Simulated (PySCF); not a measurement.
Record of a relaxation.

Species: (GeH3)2PPF2, F₂Ge₂H₆P₂.
Numbering: `[F:1][P:2]([F:3])[P:4]([GeH3:5])[GeH3:6]` (hydrogens: H7, H8, H9 on Ge5; H10, H11, H12 on Ge6)

Computed by this run: PBE0-D3(BJ)/def2-SVP geometry optimisation, gas phase (PySCF 2.14.0); density fitting, grid level 1; the optimiser is geomeTRIC in internal coordinates, started from a GFN2-xTB structure with every atom displaced at random (about 0.01 Å). 14 of its 18 geometries are shown. The frame can shift and turn from step to step; on so coarse a grid that alone can change the energy by a few meV, and forces under 0.02 eV/Å are noise.

Step 0: E = -137096.3411 eV, largest atomic force 1.585 eV/Å
```
atom  x, y, z in Å  |  force x, y, z in eV/Å
F1      2.461   -1.352    1.250   -0.654   0.358   0.095
P2      0.820   -1.293    1.160    1.268  -0.796   0.521
F3      0.669   -2.848    0.737   -0.366  -0.021   0.009
P4      0.679   -0.427   -0.831   -0.408   0.097  -0.347
Ge5    -1.658   -0.555   -0.623    0.454   0.245   0.019
Ge6     0.859    1.675    0.116    0.265  -0.007   0.188
H7     -2.310    0.298   -1.655   -0.241   0.586  -0.714
H8     -2.185   -0.111    0.715   -0.011   0.247   0.684
H9     -2.107   -1.955   -0.818   -0.148  -1.053  -0.205
H10     0.068    1.893    1.387   -0.377  -0.164   0.443
H11     0.436    2.725   -0.850   -0.331   0.537  -0.749
H12     2.308    1.922    0.461    0.551  -0.030   0.055
```

Step 1: E = -137096.5646 eV, largest atomic force 0.228 eV/Å
```
atom  x, y, z in Å  |  force x, y, z in eV/Å
F1      2.529   -1.251    1.227    0.197  -0.067   0.090
P2      0.924   -1.403    1.237   -0.151  -0.030  -0.124
F3      0.801   -2.933    0.727    0.027   0.062   0.043
P4      0.622   -0.438   -0.753   -0.098   0.022  -0.023
Ge5    -1.709   -0.544   -0.628   -0.129  -0.015   0.034
Ge6     0.832    1.714    0.129   -0.005   0.132   0.010
H7     -2.287    0.379   -1.729    0.085  -0.135   0.150
H8     -2.193   -0.068    0.769    0.009  -0.072  -0.177
H9     -2.137   -2.015   -0.859    0.046   0.224   0.004
H10    -0.002    1.859    1.428    0.084   0.017  -0.108
H11     0.335    2.724   -0.934    0.048  -0.150   0.134
H12     2.326    1.946    0.435   -0.114   0.012  -0.032
```

Step 3: E = -137096.5805 eV, largest atomic force 0.044 eV/Å
```
atom  x, y, z in Å  |  force x, y, z in eV/Å
F1      2.534   -1.332    1.262   -0.028  -0.008  -0.005
P2      0.919   -1.414    1.242    0.027   0.018   0.002
F3      0.760   -2.937    0.727   -0.022  -0.011  -0.008
P4      0.626   -0.429   -0.740    0.027  -0.001   0.034
Ge5    -1.702   -0.539   -0.621    0.018  -0.002   0.003
Ge6     0.838    1.728    0.131   -0.003  -0.023  -0.006
H7     -2.254    0.403   -1.699   -0.007   0.035  -0.021
H8     -2.223   -0.109    0.764   -0.007   0.000   0.025
H9     -2.126   -1.985   -0.910   -0.006  -0.027  -0.018
H10     0.043    1.892    1.440    0.002  -0.001   0.023
H11     0.297    2.697   -0.930   -0.019   0.016  -0.022
H12     2.328    1.996    0.386    0.017   0.004  -0.005
```

Step 4: E = -137096.5832 eV, largest atomic force 0.116 eV/Å
```
atom  x, y, z in Å  |  force x, y, z in eV/Å
F1      2.518   -1.449    1.274   -0.057   0.035  -0.012
P2      0.902   -1.427    1.257    0.091   0.058   0.043
F3      0.651   -2.933    0.732   -0.038  -0.065  -0.028
P4      0.643   -0.420   -0.716    0.064  -0.030   0.057
Ge5    -1.683   -0.529   -0.618    0.002   0.008  -0.077
Ge6     0.853    1.743    0.136   -0.028  -0.019  -0.029
H7     -2.203    0.464   -1.665   -0.032   0.041  -0.008
H8     -2.236   -0.166    0.772    0.008   0.002   0.046
H9     -2.102   -1.956   -0.993   -0.016  -0.042  -0.007
H10     0.105    1.920    1.470   -0.003  -0.016   0.027
H11     0.248    2.674   -0.924   -0.011   0.036  -0.010
H12     2.344    2.051    0.325    0.019  -0.007  -0.002
```

Step 5: E = -137096.5853 eV, largest atomic force 0.069 eV/Å
```
atom  x, y, z in Å  |  force x, y, z in eV/Å
F1      2.518   -1.448    1.275   -0.026   0.022  -0.004
P2      0.902   -1.422    1.264    0.049   0.042   0.024
F3      0.642   -2.928    0.741   -0.023  -0.046  -0.014
P4      0.647   -0.421   -0.713    0.036  -0.031   0.037
Ge5    -1.681   -0.531   -0.624    0.001   0.007  -0.063
Ge6     0.852    1.742    0.136   -0.022   0.000  -0.025
H7     -2.202    0.478   -1.658   -0.020   0.021   0.005
H8     -2.232   -0.184    0.772    0.010  -0.004   0.026
H9     -2.102   -1.954   -1.015   -0.008  -0.018  -0.004
H10     0.116    1.912    1.478    0.001  -0.013   0.015
H11     0.236    2.674   -0.919   -0.005   0.023   0.004
H12     2.345    2.053    0.314    0.007  -0.004  -0.002
```

Step 7: E = -137096.5918 eV, largest atomic force 0.093 eV/Å
```
atom  x, y, z in Å  |  force x, y, z in eV/Å
F1      2.504   -1.465    1.311    0.054  -0.017   0.009
P2      0.893   -1.392    1.301   -0.089  -0.021  -0.016
F3      0.575   -2.900    0.805    0.036   0.037   0.020
P4      0.676   -0.427   -0.696   -0.025  -0.015  -0.052
Ge5    -1.657   -0.545   -0.665   -0.001   0.006   0.031
Ge6     0.845    1.745    0.132    0.016   0.032   0.002
H7     -2.181    0.582   -1.573    0.011  -0.027   0.018
H8     -2.202   -0.354    0.767    0.002  -0.017  -0.026
H9     -2.083   -1.919   -1.205    0.013   0.029   0.000
H10     0.203    1.874    1.528   -0.001  -0.001  -0.012
H11     0.130    2.671   -0.867    0.002  -0.015   0.024
H12     2.338    2.101    0.213   -0.019   0.009   0.002
```

Step 8: E = -137096.5954 eV, largest atomic force 0.070 eV/Å
```
atom  x, y, z in Å  |  force x, y, z in eV/Å
F1      2.482   -1.472    1.366    0.026  -0.017   0.005
P2      0.872   -1.356    1.324   -0.058  -0.035  -0.016
F3      0.527   -2.867    0.852    0.035   0.039   0.013
P4      0.707   -0.422   -0.693   -0.012   0.013  -0.047
Ge5    -1.624   -0.569   -0.697   -0.009   0.000   0.053
Ge6     0.834    1.758    0.127    0.027   0.012   0.014
H7     -2.171    0.656   -1.448    0.002  -0.020   0.002
H8     -2.166   -0.575    0.749   -0.002  -0.003  -0.018
H9     -2.032   -1.869   -1.403    0.016   0.009  -0.006
H10     0.292    1.843    1.569   -0.007   0.003  -0.007
H11     0.008    2.662   -0.802   -0.005  -0.010   0.004
H12     2.311    2.182    0.107   -0.012   0.007   0.004
```

Step 9: E = -137096.5964 eV, largest atomic force 0.030 eV/Å
```
atom  x, y, z in Å  |  force x, y, z in eV/Å
F1      2.481   -1.461    1.372    0.004  -0.001   0.000
P2      0.871   -1.354    1.319   -0.012  -0.020  -0.007
F3      0.542   -2.866    0.845    0.017   0.019  -0.001
P4      0.709   -0.416   -0.699   -0.004   0.015  -0.022
Ge5    -1.621   -0.576   -0.695   -0.006  -0.003   0.030
Ge6     0.830    1.764    0.127    0.012  -0.004   0.013
H7     -2.181    0.649   -1.436   -0.001  -0.006  -0.002
H8     -2.160   -0.599    0.751   -0.002  -0.002  -0.004
H9     -2.019   -1.873   -1.413    0.010   0.001  -0.006
H10     0.288    1.841    1.569   -0.006   0.002   0.000
H11    -0.003    2.665   -0.797   -0.007  -0.005  -0.002
H12     2.304    2.197    0.107   -0.005   0.003   0.002
```

Step 10: E = -137096.5973 eV, largest atomic force 0.071 eV/Å
```
atom  x, y, z in Å  |  force x, y, z in eV/Å
F1      2.494   -1.402    1.374   -0.030   0.023  -0.013
P2      0.881   -1.349    1.297    0.068   0.018   0.006
F3      0.618   -2.869    0.812   -0.021  -0.022  -0.021
P4      0.707   -0.400   -0.717    0.005   0.012   0.035
Ge5    -1.620   -0.596   -0.686    0.004  -0.011  -0.021
Ge6     0.810    1.774    0.132   -0.018  -0.025   0.005
H7     -2.215    0.613   -1.423   -0.001   0.019  -0.004
H8     -2.146   -0.633    0.763    0.000  -0.004   0.017
H9     -1.991   -1.899   -1.405   -0.006  -0.013  -0.004
H10     0.247    1.835    1.566    0.001   0.001   0.011
H11    -0.021    2.675   -0.794   -0.009   0.005  -0.010
H12     2.279    2.221    0.132    0.008  -0.002   0.000
```

Step 12: E = -137096.5981 eV, largest atomic force 0.034 eV/Å
```
atom  x, y, z in Å  |  force x, y, z in eV/Å
F1      2.540   -1.334    1.346    0.004  -0.013  -0.008
P2      0.926   -1.331    1.280    0.014   0.017  -0.005
F3      0.700   -2.853    0.780   -0.003  -0.016  -0.007
P4      0.715   -0.370   -0.723   -0.011   0.001   0.032
Ge5    -1.606   -0.636   -0.688    0.006  -0.004  -0.023
Ge6     0.757    1.794    0.150   -0.011   0.010  -0.012
H7     -2.241    0.595   -1.354    0.000   0.000   0.003
H8     -2.115   -0.768    0.763    0.000   0.000   0.001
H9     -1.944   -1.910   -1.475   -0.003   0.000   0.007
H10     0.219    1.823    1.595    0.001  -0.002   0.001
H11    -0.121    2.672   -0.754    0.005   0.007   0.007
H12     2.211    2.289    0.130   -0.001   0.001   0.003
```

Step 13: E = -137096.5987 eV, largest atomic force 0.027 eV/Å
```
atom  x, y, z in Å  |  force x, y, z in eV/Å
F1      2.567   -1.338    1.313    0.018  -0.020   0.000
P2      0.953   -1.333    1.273   -0.015   0.005  -0.006
F3      0.715   -2.850    0.761    0.008  -0.002  -0.001
P4      0.716   -0.356   -0.718   -0.011   0.001   0.006
Ge5    -1.601   -0.647   -0.685    0.004   0.000  -0.007
Ge6     0.737    1.804    0.162   -0.004   0.019  -0.012
H7     -2.244    0.586   -1.340   -0.002  -0.011   0.006
H8     -2.109   -0.797    0.764    0.000   0.001  -0.006
H9     -1.929   -1.916   -1.484    0.001   0.005   0.008
H10     0.202    1.828    1.608   -0.002  -0.004  -0.004
H11    -0.151    2.675   -0.742    0.008   0.004   0.013
H12     2.186    2.314    0.139   -0.005   0.001   0.003
```

Step 14: E = -137096.5996 eV, largest atomic force 0.034 eV/Å
```
atom  x, y, z in Å  |  force x, y, z in eV/Å
F1      2.630   -1.324    1.237    0.024  -0.022   0.011
P2      1.016   -1.334    1.242   -0.026  -0.004   0.001
F3      0.779   -2.841    0.699    0.002   0.010   0.005
P4      0.715   -0.317   -0.718    0.001   0.004  -0.029
Ge5    -1.591   -0.678   -0.674    0.003   0.002   0.008
Ge6     0.685    1.831    0.189    0.001   0.016  -0.006
H7     -2.268    0.542   -1.319   -0.003  -0.012   0.005
H8     -2.090   -0.849    0.776   -0.001   0.003  -0.007
H9     -1.888   -1.951   -1.479    0.003   0.006   0.003
H10     0.136    1.833    1.630   -0.005  -0.005  -0.004
H11    -0.207    2.694   -0.717    0.005   0.001   0.012
H12     2.125    2.368    0.186   -0.005   0.000   0.001
```

Step 16: E = -137096.6005 eV, largest atomic force 0.031 eV/Å
```
atom  x, y, z in Å  |  force x, y, z in eV/Å
F1      2.658   -1.361    1.198   -0.020   0.009  -0.004
P2      1.043   -1.330    1.220    0.019   0.009   0.014
F3      0.769   -2.824    0.661   -0.005  -0.008  -0.003
P4      0.726   -0.284   -0.725    0.021   0.006  -0.022
Ge5    -1.571   -0.696   -0.671   -0.004  -0.007   0.008
Ge6     0.658    1.854    0.206   -0.005  -0.012   0.013
H7     -2.284    0.512   -1.299   -0.002   0.008  -0.005
H8     -2.058   -0.893    0.779    0.000   0.001   0.006
H9     -1.843   -1.967   -1.485    0.000  -0.006  -0.005
H10     0.099    1.827    1.642   -0.003   0.000   0.003
H11    -0.243    2.717   -0.691   -0.005   0.001  -0.007
H12     2.088    2.415    0.217    0.003  -0.001   0.002
```

Step 17: E = -137096.6008 eV, largest atomic force 0.027 eV/Å
```
atom  x, y, z in Å  |  force x, y, z in eV/Å
F1      2.682   -1.354    1.167   -0.022   0.011  -0.004
P2      1.068   -1.321    1.202    0.022   0.013   0.010
F3      0.789   -2.812    0.636   -0.006  -0.012  -0.003
P4      0.731   -0.263   -0.733    0.021   0.002  -0.012
Ge5    -1.559   -0.712   -0.669   -0.005  -0.007   0.003
Ge6     0.631    1.866    0.218   -0.008  -0.014   0.015
H7     -2.297    0.485   -1.288    0.000   0.010  -0.006
H8     -2.035   -0.922    0.783    0.001   0.000   0.007
H9     -1.813   -1.985   -1.486   -0.001  -0.006  -0.005
H10     0.061    1.817    1.649   -0.001   0.002   0.003
H11    -0.273    2.728   -0.676   -0.005   0.001  -0.010
H12     2.054    2.443    0.246    0.004   0.000   0.002
```

**Question.** Summarise the path.

**Answer.** The energy falls by 0.2597 eV from step 0 to step 17; nine tenths of that is first reached at step 2. It falls at every step. The largest force goes from 1.585 to 0.027 eV/Å. Among the bonds P2–P4 changes most, from 2.176 to 2.232 Å; the atoms move by 0.335 Å rms after alignment.

**Question.** Follow the three bonds and two angles with the largest change from start to end.

**Answer.** 
```json
{"step": "0", "E above end (eV)": "0.2597", "largest force (eV/Å)": "1.585", "P2–P4 (Å)": "2.176", "Ge5–H9 (Å)": "1.483", "Ge6–H11 (Å)": "1.488", "P2–P4–Ge6 (°)": "89.0", "P4–Ge6–H10 (°)": "115.7"}
{"step": "1", "E above end (eV)": "0.0362", "largest force (eV/Å)": "0.228", "P2–P4 (Å)": "2.232", "Ge5–H9 (Å)": "1.549", "Ge6–H11 (Å)": "1.548", "P2–P4–Ge6 (°)": "92.8", "P4–Ge6–H10 (°)": "110.8"}
{"step": "2", "E above end (eV)": "0.0229", "largest force (eV/Å)": "0.045", "P2–P4 (Å)": "2.233", "Ge5–H9 (Å)": "1.536", "Ge6–H11 (Å)": "1.536", "P2–P4–Ge6 (°)": "93.3", "P4–Ge6–H10 (°)": "111.3"}
{"step": "3", "E above end (eV)": "0.0203", "largest force (eV/Å)": "0.044", "P2–P4 (Å)": "2.233", "Ge5–H9 (Å)": "1.534", "Ge6–H11 (Å)": "1.535", "P2–P4–Ge6 (°)": "93.7", "P4–Ge6–H10 (°)": "111.6"}
{"step": "4", "E above end (eV)": "0.0176", "largest force (eV/Å)": "0.116", "P2–P4 (Å)": "2.231", "Ge5–H9 (Å)": "1.533", "Ge6–H11 (Å)": "1.535", "P2–P4–Ge6 (°)": "94.9", "P4–Ge6–H10 (°)": "112.3"}
{"step": "5", "E above end (eV)": "0.0155", "largest force (eV/Å)": "0.069", "P2–P4 (Å)": "2.230", "Ge5–H9 (Å)": "1.534", "Ge6–H11 (Å)": "1.536", "P2–P4–Ge6 (°)": "94.8", "P4–Ge6–H10 (°)": "112.2"}
{"step": "6", "E above end (eV)": "0.0109", "largest force (eV/Å)": "0.080", "P2–P4 (Å)": "2.229", "Ge5–H9 (Å)": "1.537", "Ge6–H11 (Å)": "1.538", "P2–P4–Ge6 (°)": "94.6", "P4–Ge6–H10 (°)": "111.9"}
{"step": "7", "E above end (eV)": "0.0090", "largest force (eV/Å)": "0.093", "P2–P4 (Å)": "2.229", "Ge5–H9 (Å)": "1.536", "Ge6–H11 (Å)": "1.538", "P2–P4–Ge6 (°)": "94.5", "P4–Ge6–H10 (°)": "111.7"}
{"step": "8", "E above end (eV)": "0.0054", "largest force (eV/Å)": "0.070", "P2–P4 (Å)": "2.230", "Ge5–H9 (Å)": "1.535", "Ge6–H11 (Å)": "1.537", "P2–P4–Ge6 (°)": "94.0", "P4–Ge6–H10 (°)": "111.1"}
{"step": "9", "E above end (eV)": "0.0044", "largest force (eV/Å)": "0.030", "P2–P4 (Å)": "2.231", "Ge5–H9 (Å)": "1.535", "Ge6–H11 (Å)": "1.536", "P2–P4–Ge6 (°)": "93.9", "P4–Ge6–H10 (°)": "111.1"}
{"step": "10", "E above end (eV)": "0.0035", "largest force (eV/Å)": "0.071", "P2–P4 (Å)": "2.233", "Ge5–H9 (Å)": "1.534", "Ge6–H11 (Å)": "1.536", "P2–P4–Ge6 (°)": "93.7", "P4–Ge6–H10 (°)": "111.0"}
{"step": "11", "E above end (eV)": "0.0033", "largest force (eV/Å)": "0.066", "P2–P4 (Å)": "2.233", "Ge5–H9 (Å)": "1.534", "Ge6–H11 (Å)": "1.536", "P2–P4–Ge6 (°)": "93.6", "P4–Ge6–H10 (°)": "111.0"}
{"step": "12", "E above end (eV)": "0.0027", "largest force (eV/Å)": "0.034", "P2–P4 (Å)": "2.232", "Ge5–H9 (Å)": "1.535", "Ge6–H11 (Å)": "1.537", "P2–P4–Ge6 (°)": "93.5", "P4–Ge6–H10 (°)": "111.2"}
{"step": "13", "E above end (eV)": "0.0021", "largest force (eV/Å)": "0.027", "P2–P4 (Å)": "2.230", "Ge5–H9 (Å)": "1.535", "Ge6–H11 (Å)": "1.537", "P2–P4–Ge6 (°)": "93.9", "P4–Ge6–H10 (°)": "111.4"}
{"step": "14", "E above end (eV)": "0.0012", "largest force (eV/Å)": "0.034", "P2–P4 (Å)": "2.229", "Ge5–H9 (Å)": "1.535", "Ge6–H11 (Å)": "1.537", "P2–P4–Ge6 (°)": "94.6", "P4–Ge6–H10 (°)": "111.7"}
{"step": "15", "E above end (eV)": "0.0008", "largest force (eV/Å)": "0.030", "P2–P4 (Å)": "2.229", "Ge5–H9 (Å)": "1.534", "Ge6–H11 (Å)": "1.537", "P2–P4–Ge6 (°)": "94.7", "P4–Ge6–H10 (°)": "111.6"}
{"step": "16", "E above end (eV)": "0.0003", "largest force (eV/Å)": "0.031", "P2–P4 (Å)": "2.231", "Ge5–H9 (Å)": "1.534", "Ge6–H11 (Å)": "1.536", "P2–P4–Ge6 (°)": "94.9", "P4–Ge6–H10 (°)": "111.5"}
{"step": "17", "E above end (eV)": "0.0000", "largest force (eV/Å)": "0.027", "P2–P4 (Å)": "2.232", "Ge5–H9 (Å)": "1.534", "Ge6–H11 (Å)": "1.536", "P2–P4–Ge6 (°)": "94.9", "P4–Ge6–H10 (°)": "111.4"}
```

What follows is the cost of the whole optimisation. Hardware: one thread of an Arm Neoverse V2 (shared host). Cost: 4.0 min of wall time, 0.75 GiB resident at most.
